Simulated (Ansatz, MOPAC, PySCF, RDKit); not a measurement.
Pair of molecules: CH5N (SMILES CN) (first 7 atoms) with CH2O2 (SMILES O=CO); geometry from B3LYP-D3(BJ)/def2-TZVP, rigid monomers moved along the line of their centres of mass till N2···H12 is 1.91 Å.
(charge 0, multiplicity 1):
```xyz
12

C      0.19514     0.64616     0.15494
N     -0.56010    -0.44250     0.79307
H      0.98552     0.95850     0.83592
H     -0.46976     1.49363    -0.01173
H      0.64670     0.36391    -0.80059
H      0.05627    -1.22401     0.99038
H     -1.30299    -0.77824     0.19093
O      1.22091    -0.12685     3.61743
C      0.20443     0.25468     4.14889
O     -0.98016     0.36082     3.57409
H      0.15978     0.56455     5.20382
H     -0.90551     0.05521     2.60166
```

Monomers are frozen at their geometry in the pair; levels with a basis set take the counterpoise correction. RDKit's UFF carries no charges.

The state that AM1 reach isn't checked.

Programs: Ansatz (a first-principles code); MOPAC for AM1 (differences of heats of formation); PySCF for the dispersion terms; RDKit for the force fields. Values without a source in brackets are computed.

Task: One of these levels gives 30.26 kcal/mol for the interaction energy. Which?
A) AM1
B) B3LYP-D3(BJ)/def2-TZVPPD
C) MMFF94
D) UFF

Result: D, UFF. The others give -10.41 (MMFF94), -3.12 (AM1), -13.98 (B3LYP-D3(BJ)/def2-TZVPPD)
